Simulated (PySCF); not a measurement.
**Polarisability and C₆ of Cu⁻ (copper, charge -1)**

[Ar] 3d10 4s2, closed-shell 1S. All numbers are calculated (PySCF 2.14, the non-relativistic Hamiltonian (point nucleus), in def2-TZVPPD (6s6p4d2f1g, 67 functions)). Coupled (time-dependent) response in atomic units; α is the mean over directions.

| method | mean α (bohr³) | C₆ (like pair) | S(−4) |
| --- | --- | --- | --- |
| UHF | 190.4 | 2402 | 26660 |

S(−4) is the Cauchy moment in α(ω) = α(0) + S(−4) ω² + …

α(iu) at UHF:

```csv
u (hartree),α(iu) (bohr³)
0,190.4
0.0500,141.6
0.100,82.12
0.200,33.54
0.300,18.32
0.500,8.333
0.750,4.502
1.00,2.983
1.50,1.772
2.00,1.278
3.00,0.8276
5.00,0.4506
```

A single London oscillator, α(iu) = α/(1 + u²/ω²), gives C₆ = (3/4) ω α². Matching the computed C₆ needs ω = 4 × 2402 / (3 × 190.4²) = 0.0883 hartree.

For an ion, C₆ is the dispersion term alone; charge-induced terms of lower order in 1/R come first.

The outer electron is barely bound at this level, so radii and moments hang on the diffuse functions.
